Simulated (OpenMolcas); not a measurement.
**Co3+: moving the ligands**

Co3+ with 6 ligands (fluoride) in octahedral coordination (Oh) at 1.92 Å. A charge of +0.5 e stands 2.4 Å behind each ligand. Ligand basis ANO-RCC-VDZP.

| Property | Result |
| --- | --- |
| Program | OpenMolcas |
| Method | SS-CASPT2, IPEA 0.25 Eh, imaginary shift 0.1 Eh (closed shells correlated: 3s 3p and the ligand valence shells) |
| Basis | ANO-RCC-VDZP [5s4p2d1f] |
| Scalar Hamiltonian | DKH2, point nucleus |
| Active space | 6 electrons in 5 orbitals (3d) |
| State averaging | 2S+1 = 5 even, 5 roots; 2S+1 = 3 even, 45 roots; 2S+1 = 1 even, 50 roots |
| Spin-orbit coupling | RASSI with atomic mean-field integrals over the reference wave functions |

Runs around this geometry, states (labels of O, the rotations of Oh). Energies in cm-1 above the lowest state or level, χT in cm3 K/mol; under a threefold ground state the first gap can be a small split of the lowest multiplet, not the spin-orbit step.

```json
{"R (Å)": "1.84", "Ground state": "5T2", "First state of that spin": "5E 16140", "First gap with spin-orbit (degeneracies)": "240 (3, 2)", "χT at 300 K": "4.006", "First state of another spin": "1A1 300"}
{"R (Å)": "1.92", "Ground state": "5T2", "First state of that spin": "5E 13270", "First gap with spin-orbit (degeneracies)": "260 (3, 2)", "χT at 300 K": "4.142", "First state of another spin": "1A1 5140"}
{"R (Å)": "2.01", "Ground state": "5T2", "First state of that spin": "5E 10800", "First gap with spin-orbit (degeneracies)": "270 (3, 2)", "χT at 300 K": "4.177", "First state of another spin": "1A1 8880"}
```

Taking the first state of the same spin as R^-n, n = -ln(10800 / 16140) / ln(2.01 / 1.84) = 4.5 between the shortest and longest distance.

Roots that are degenerate in the reference are averaged as groups; the widest CASPT2 spread within a group is 880 cm-1 (the 2-fold group of multiplicity 1 near 76600 cm-1 above the lowest state of its run, R = 1.92). Shifts and gaps below about the spread of the groups concerned are not significant. Over all roots computed the reference weight is 0.68 to 0.72 in R = 1.84, 0.66 to 0.72 in R = 1.92, 0.64 to 0.71 in R = 2.01; the roots of lowest weight are the least certain, and an intruder state may touch them. An orbital triplet at a regular site is open to Jahn-Teller coupling, which can distort the site and quench the lowest spin-orbit gaps and is left out. This shell can be high or low spin here, a state of another spin lies low, and with metal d orbitals alone active their balance is uncertain, so the ground spin may be wrong. A single d shell leaves out the double-shell effect, which counts most for late 3d ions, where the CASPT2 field can be off either way by tens of per cent. Ligand-to-metal charge-transfer states are missing. These CASPT2 states fit no ligand-field parameters well, so their order and spin gaps are uncertain. With no ligand orbital active B as a rule stays too high, so bands that hang on it stand too high and its fall with covalency is understated. With one d shell and no ligand orbital active, 10Dq can be off by a tenth or more. Free-ion shares, where given, are those of the reference states; single-state CASPT2 does not remix them (holds for R = 2.01). No measured value stands beside these numbers; the geometry was imposed, not optimised, and the real ion may take another.
